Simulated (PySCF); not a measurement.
Species: C6H9NO2.
Z-matrix (Å and degrees, GFN2-xTB geometry), rows numbered from 1:
```
C 
N   1  1.4456
C   2  1.4474  1  114.63
C   2  1.3845  1  115.29  3  -139.42
C   4  1.3625  2  132.06  1   -20.60
C   5  1.4278  4  106.55  2  -175.28
C   6  1.3523  5  105.79  4    -0.16
O   7  1.3503  6  131.25  5  -179.70
O   7  1.3612  6  111.11  5    -0.04
H   1  1.0888  2  108.49  3   -47.78
H   1  1.0980  2  112.68  3    72.77
H   1  1.0878  2  109.20  3  -166.08
H   3  1.0896  2  108.63  1    55.42
H   3  1.0874  2  109.08  1   173.94
H   3  1.0981  2  112.55  1   -65.14
H   5  1.0690  4  127.74  2     4.44
H   6  1.0687  5  127.35  4   179.95
H   8  0.9644  7  108.22  6   180.00
```

Theory: PBE0/def2-SVPD in PySCF (dipole) on a GFN2-xTB geometry, gas phase.

Masses are those of the commonest isotopes; rigid-rotor values at the optimised geometry. The values belong to one conformer with, in the numbering `[CH3:1][N:2]([CH3:3])[c:4]1[cH:5][cH:6][c:7]([OH:8])[o:9]1`, C6–C7–O8–H 180°.

Question: Give the principal moments of inertia and the rotational constants in MHz.

Answer: Ia = 134.38, Ib = 446.26, Ic = 570.88 u·Å²; 505379 MHz·u·Å²/I gives A = 3761, B = 1132, C = 885.3 MHz.

Question: Classify the top.

Answer: An asymmetric top. Ray's parameter κ = (2B − A − C)/(A − C) = -0.828; −1 is the prolate and +1 the oblate limit.

Question: What does the inertial defect say?

Answer: Not planar: Δ = Ic − Ia − Ib = -9.75 u·Å². For a rigid frame Δ = −2 Σ m c², so Σ m c² = 4.88 u·Å² lies off the ab plane: 3.33 from hydrogen and 1.55 from heavier atoms. The atom farthest from that plane is 1.23 Å away.

Question: Give the coordinates in the principal-axis frame, origin at the centre of mass.

Answer: The sense of each axis is arbitrary; atoms in the order of the calculation.
```
atom  mass (u)   a (Å)   b (Å)   c (Å)
  C1    12.000  -2.729  -0.787  -0.096
  N2    14.003  -1.718   0.183   0.257
  C3    12.000  -2.017   1.541  -0.143
  C4    12.000  -0.410  -0.237   0.085
  C5    12.000   0.145  -1.478  -0.007
  C6    12.000   1.559  -1.288  -0.067
  C7    12.000   1.753   0.050  -0.012
  O8    15.995   2.884   0.787  -0.037
  O9    15.995   0.568   0.713   0.079
 H10     1.008  -3.701  -0.395   0.200
 H11     1.008  -2.748  -1.006  -1.172
 H12     1.008  -2.545  -1.710   0.448
 H13     1.008  -2.985   1.821   0.272
 H14     1.008  -1.257   2.206   0.258
 H15     1.008  -2.053   1.660  -1.234
 H16     1.008  -0.359  -2.421  -0.026
 H17     1.008   2.312  -2.042  -0.143
 H18     1.008   2.639   1.718   0.023
```

Question: Where do the levels up to J = 3 lie, in MHz?

Answer: Above 0(0,0):
J = 1: 1(0,1) 2018, 1(1,1) 4646, 1(1,0) 4893
J = 2: 2(0,2) 6037, 2(1,2) 8434, 2(1,1) 9176, 2(2,1) 17061, 2(2,0) 17078
J = 3: 3(0,3) 12024, 3(1,3) 14107, 3(1,2) 15589, 3(2,2) 23115, 3(2,1) 23197, 3(3,1) 36885, 3(3,0) 36886
The levels of one J sum to (2J + 1)J(J + 1)(A + B + C)/3.

Question: Which lines would a microwave search look for?

Answer: The dipole components are |μa| = 2.02 D, |μb| = 1.14 D, |μc| = 0.33 D. Intensities carry the squares of the components, which stand as 1.00 : 0.32 : 0.03 (a : b : c). Some of the stronger lines:

```
type  branch         J(Ka,Kc)    MHz  lower level (cm⁻¹)
   a       Q  2(1,1) ← 2(1,2)    742               0.281
   b       Q  1(1,0) ← 1(0,1)   2876               0.067
   b       Q  2(1,1) ← 2(0,2)   3140               0.201
   a       R  2(0,2) ← 1(0,1)   4019               0.067
   a       R  3(1,3) ← 2(1,2)   5672               0.281
   a       R  3(2,2) ← 2(2,1)   6053               0.569
   a       R  3(2,1) ← 2(2,0)   6119               0.570
   b       R  2(1,2) ← 1(0,1)   6417               0.067
   b       Q  3(2,1) ← 3(1,2)   7608               0.520
   b       Q  3(2,2) ← 3(1,3)   9008               0.471
   b       R  3(2,2) ← 2(1,1)  13939               0.306
```

Question: Estimate the classical rotational partition function at 25 K, 200 K and 298.15 K.

Answer: Point group C1, symmetry number σ = 1; q = (√π/σ)·√((kT/h)³/(ABC)), k/h = 20836.6 MHz/K: 10900 at 25 K, 246000 at 200 K, 447000 at 298.15 K.

No frequency check. No vibrational averaging or centrifugal distortion is included, and the geometry carries the error of its method. A rigid rotor knows nothing of internal rotation, which can split or shift real lines. Quadrupole hyperfine structure (14N) is left out.
